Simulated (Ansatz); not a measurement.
A nudged elastic band was laid between two geometries of CH2AlClF (6 atoms, charge -1, multiplicity 1).

Computed with Ansatz, RKS PBE0/def2-SVP.

| Property | Result |
| --- | --- |
| movable images | 7 |
| climbing image | yes |
| spring | 5.0 eV/Å² |
| optimiser | quadratic models (default) |
| start path | IDPP |
| force threshold | 0.05 eV/Å |
| iteration limit | 60 |
| end points | relaxed |

Image 0:

```xyz
6
Properties=species:S:1:pos:R:3
F 2.114 -0.509 0.349
C 0.836 -0.562 -0.206
Al -0.582 0.511 0.256
Cl -2.509 0.225 -0.772
H 0.813 -1.358 -0.972
H -0.672 1.693 1.344
```

Image 8:

```xyz
6
Properties=species:S:1:pos:R:3
F 1.169 -1.522 -0.986
C 0.912 -0.484 -0.102
Al -0.635 0.460 0.188
Cl -2.552 0.162 -0.845
H 1.833 -0.261 0.470
H -0.727 1.644 1.275
```

Problem. What changes between the two ends?

Solution. No bond is made or broken. The dihedral F1–C2–Al3–Cl4 goes from -180 to 0°.

Problem. Give the energies along the band, and the barrier.

Solution. It converged. The highest image is number 4 of 0 to 8, 1.02 eV above the first end and 1.03 eV above the last; the last end lies 0.01 eV below the first. A vibrational analysis at the climbing image gives one clearly imaginary mode, 367i cm⁻¹: a first-order saddle point. Limits of this set-up: an anion without diffuse functions.

```csv
image,path coordinate (Å),energy (eV),dihedral F1–C2–Al3–Cl4 (°)
0,0.00,0.00,-180
1,0.46,0.10,-159
2,0.93,0.40,-136
3,1.39,0.79,-109
4,1.85,1.02,-76
5,2.35,0.80,-46
6,2.84,0.41,-27
7,3.34,0.10,-13
8,3.83,-0.01,0
```

Problem. What is the geometry of the highest image?

Solution. 
```xyz
6
Properties=species:S:1:pos:R:3
F 1.721 -1.355 0.415
C 1.081 -0.307 -0.297
Al -0.561 0.432 0.247
Cl -2.721 -0.174 0.183
H 1.178 -0.531 -1.382
H -0.698 1.934 0.835
```

Problem. What are the harmonic wavenumbers there?

Solution. 367i, 125, 190, 336, 387, 495, 679, 738, 1016, 1267, 1797, 2975 cm⁻¹.

Run time: 3.2 min on 1 thread of Arm Neoverse V1 (shared host), peak memory 0.14 GiB.
